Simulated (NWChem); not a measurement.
System: AlNH4O; SMILES [NH2][AlH][OH]

Program: NWChem. The geometry was optimised at PBE0/def2-SVP. Gas phase, vertical. One conformer.

B3LYP/def2-SVPD, TDA puts singlet state 2 at 6.51 eV with oscillator strength 0.090.

Give the wavelength, the transition dipole and the radiative lifetime of that state in vacuum.


1. λ = 1239.84/6.51 = 190 nm, or 52510 cm⁻¹.
2. f = (2/3) ΔE μ² in atomic units, so μ = √(1.5 f/ΔE) = 0.75 a.u. = 1.91 D.
3. τ = 1.499 s cm⁻² / (f ν²) = 6.0 ns, for a non-degenerate state that emits at the vertical energy; a higher state like this one mostly decays faster by other paths.
